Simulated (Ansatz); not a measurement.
`O[SiH2]/C(O)=C/S` + `O[SiH2]C[TeH]` → `O[SiH2]C[SiH2]O` + `O/C([TeH])=C\S`  (redistribution)

Computed with Ansatz on PBE0-D4/def2-TZVP structures; ΔE is electronic, products minus reactants. CCSD(T)/CBS adds triple-zeta CCSD(T) − MP2 to the extrapolated MP2 energy (def2 sets, frozen cores). Double bonds are as drawn, so ΔE can hold a change between cis and trans. DFT in def2-TZVPP. B3LYP here is the variant with VWN-RPA as its local correlation; programs differ in this. def2 core potentials past Kr. For Te outer-core shells are correlated without core-valence functions, which leaves a few kJ/mol of doubt a bond. Each species was taken in one conformer, which may not be the lowest.

```tsv
level	ΔE (kcal/mol)	difference from CCSD(T)/CBS
PBE-D4	-2.6	-0.8
r2SCAN-D4	-3.0	-1.2
PBE0-D4	-2.2	-0.4
ωB97X-V	-1.9	-0.1
ωB97M-V	-2.0	-0.2
PBE	-2.4	-0.6
r2SCAN	-3.0	-1.2
PBE0	-2.0	-0.2
B3LYP	-1.7	0.1
HF/def2-TZVPP	0.6	2.4
MP2/def2-TZVPP	-2.6	-0.8
CCSD/def2-TZVPP	-1.5	0.3
CCSD(T)/def2-TZVPP	-1.8	0.0
HF/def2-QZVPP	0.5	2.3
SCS-MP2/def2-QZVPP	-2.0	-0.2
CCSD/CBS(def2)	-1.5	0.3
CCSD(T)/CBS	-1.8	0
```

Largest T1 diagnostic among the species: 0.013.

In def2-TZVPP, CCSD(T) changes the Hartree–Fock value by −2.4 kcal/mol (the triples alone add −0.3 kcal/mol) and MP2 by −3.2 kcal/mol.
